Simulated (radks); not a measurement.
The numbers below are computed, except where a source is named.
Initial-state core-level shifts of the rhenium ion Re2+ when its valence configuration changes from [Xe] 4f14 5d5. Code: a radial shooting solver on a logarithmic mesh with Libxc functionals. Model: Dirac Kohn-Sham, BLYP, spin-unpolarised, spherical densities, point nucleus; open shells fill j = l - 1/2 first. Shifts are changes of the shell-averaged eigenvalues in eV (positive: less bound).

\begin{tabular}{lrrrr}
valence & 4s & 4d & 5s & 5p \\ \hline
4f12 5d5 6p2 & -32.951 & -31.216 & -17.734 & -15.159 \\
4f13.5 5d5.5 & -5.730 & -5.327 & -2.242 & -1.715 \\
4f13 5d5 6p1 & -16.002 & -15.179 & -8.725 & -7.454 \\
4f13 5d5.5 6s0.5 & -13.181 & -12.357 & -6.001 & -4.851 \\
4f14 5d4 6s1 & -3.091 & -3.100 & -2.986 & -2.793 \\
4f12 5d7 & -23.577 & -21.842 & -8.824 & -6.720 \\
4f14 5d4 6p1 & -4.250 & -4.258 & -4.127 & -3.912 \\
4f13 5d4 6s1 6p1 & -19.498 & -18.680 & -12.017 & -10.518 \\
4f11.5 5d7 6s0.5 & -31.461 & -29.246 & -12.621 & -9.896 \\
\end{tabular}
